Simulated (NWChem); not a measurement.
System: C$_{4}$H$_{9}$S, doublet; SMILES C(S[CH]C)C

NWChem input:

```
start job
memory heap 200 mb stack 900 mb global 1100 mb
geometry units angstroms noautosym nocenter noautoz
  C      0.024237     2.754926     0.071195
  C     -0.540191     1.381283     0.002908
  S      0.530455     0.027740     0.033500
  C     -0.641107    -1.361842     0.045222
  C      0.108400    -2.680339     0.022448
  H      0.379339     3.127058    -0.910790
  H     -0.734899     3.469301     0.427109
  H      0.881843     2.805798     0.761712
  H     -1.553756     1.213649    -0.375822
  H     -1.268942    -1.275136     0.945831
  H     -1.297798    -1.266462    -0.834650
  H     -0.599796    -3.522624     0.030474
  H      0.764901    -2.782172     0.900009
  H      0.732732    -2.769560    -0.879570
end
basis spherical
  C library def2-svp
  S library def2-svp
  H library def2-svp
end
dft
  odft
  mult 2
  xc b3lyp
  iterations 150
end
cosmo
  dielec 2.4
end
task dft energy
```

All runs use the structure optimised with PBE0/def2-SVP, spin-unrestricted. No stability test was run on the SCF state.

Level: B3LYP/def2-SVP with COSMO at NWChem's default radii, gas-phase geometry; the question gives the dielectric constant. Reactions with the solvent are ignored.

What results follow from this input? (B3LYP/def2-SVP, spin-unrestricted, COSMO on the gas-phase geometry.) Quantities: electrostatic solvation energy (kcal/mol); dipole in solution (D).


```yaml
electrostatic solvation energy (kcal/mol): -1.3
dipole in solution (D): 1.46
```
